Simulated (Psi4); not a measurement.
C$_{4}$H$_{9}$O, charge +1, singlet, at a GFN2-xTB geometry. Base run: HF/6-31G (Psi4).

Here is a job for Psi4.
```
memory 2 GB

molecule {
1 1
C    -0.00447944   -1.28472879    0.09392042
C     1.23954683   -0.37690799    0.08282651
C     0.68440553    1.04470378   -0.06175191
O    -0.74163892    0.90458995   -0.37031417
C    -1.15092608   -0.31491245    0.32720489
H    -0.12187878   -1.80153494   -0.85891324
H     0.04576841   -2.03792154    0.87515177
H     1.90529941   -0.63552379   -0.73769529
H     1.80459289   -0.46948605    1.00710049
H     1.15957586    1.63391109   -0.84446657
H     0.72977715    1.59910521    0.87765499
H    -0.83620533    0.74778215   -1.33255069
H    -2.11628290   -0.64158325   -0.05666754
H    -1.24881633   -0.04039584    1.37970000
}

set {
  basis 6-31g
  stability_analysis check
  scf_type pk
}

energy('scf')
print_variables()
```

The bond that is stretched is that between atoms 11 and 3. A test that says stable can miss a lower solution.

Each row names what was changed in the base input (with any setting that the change needs).

```json
[
 {"change": "base", "ΔE vs base (kcal/mol)": "0.000", "<S^2>": "0.000"},
 {"change": "stability_analysis = follow; reference = uhf", "ΔE vs base (kcal/mol)": "0.000", "<S^2>": "0.000"},
 {"change": "bond × 1.25", "ΔE vs base (kcal/mol)": "22.29", "<S^2>": "0.000"},
 {"change": "stability_analysis = follow; reference = uhf; bond × 1.25", "ΔE vs base (kcal/mol)": "22.29", "<S^2>": "0.000"},
 {"change": "bond × 1.5", "ΔE vs base (kcal/mol)": "57.19", "<S^2>": "0.000"},
 {"change": "stability_analysis = follow; reference = uhf; bond × 1.5", "ΔE vs base (kcal/mol)": "57.18", "<S^2>": "0.026"},
 {"change": "bond × 1.8", "ΔE vs base (kcal/mol)": "97.0", "<S^2>": "0.000"},
 {"change": "stability_analysis = follow; reference = uhf; bond × 1.8", "ΔE vs base (kcal/mol)": "81.0", "<S^2>": "0.650"},
 {"change": "bond × 2.2", "ΔE vs base (kcal/mol)": "140.0", "<S^2>": "0.000"},
 {"change": "stability_analysis = follow; reference = uhf; bond × 2.2", "ΔE vs base (kcal/mol)": "89.3", "<S^2>": "0.912"},
 {"change": "bond × 3.0", "ΔE vs base (kcal/mol)": "195.1", "<S^2>": "0.000"},
 {"change": "stability_analysis = follow; reference = uhf; bond × 3.0", "ΔE vs base (kcal/mol)": "91.6", "<S^2>": "1.001"}
]
```

Psi4 reported an instability in these rows: stability_analysis = follow; reference = uhf; bond × 1.5; stability_analysis = follow; reference = uhf; bond × 1.8; stability_analysis = follow; reference = uhf; bond × 2.2; stability_analysis = follow; reference = uhf; bond × 3.0 (restricted rows aren't judged here).

Where a bond breaks into two radicals, a solution with restricted orbitals usually stops being the lowest and lies too high; an unrestricted one lies lower at the price of spin contamination, which <S^2> shows.
